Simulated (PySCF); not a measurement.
**Rh²⁺ (rhodium, charge +2) across methods**

[Kr] 4d6 5s1, high-spin 6D determinant (an excited configuration). Calculation: PySCF 2.14, in aug-cc-pwCVDZ-PP with ECP28MDF (6s6p5d3f, 70 functions); a scalar-relativistic core potential.

```tsv
method	E (hartree)	mean ε 4d α (eV)	mean ε 4d β (eV)	mean ε 5s α (eV)	Σ⟨r²⟩ (bohr²)	⟨S²⟩
r2SCAN	-109.0386	-31.345	-27.469	-22.511	31.45	8.751
PBE0	-108.9909	-32.857	-29.317	-22.988	31.51	8.751
B3LYP	-109.0248	-32.329	-29.108	-22.878	31.56	8.751
LDA	-108.7459	-30.804	-27.414	-22.592	31.70	8.750
BLYP	-108.9546	-30.443	-27.478	-22.107	31.62	8.751
PBE	-108.9966	-30.715	-27.461	-22.238	31.57	8.750
wB97M-V	-108.9146	-35.217	-31.886	-24.903	31.53	8.751
UHF	-108.38914	-38.415	-33.751	-24.709	31.61	8.752
```

**Question.** Estimate the same row for PW91.

**Answer.** E (hartree) = -109.0461; mean ε 4d α (eV) = -30.790; mean ε 4d β (eV) = -27.560; mean ε 5s α (eV) = -22.331; Σ⟨r²⟩ (bohr²) = 31.57; ⟨S²⟩ = 8.750.

Energies and moments cover only the electrons outside the core potential.
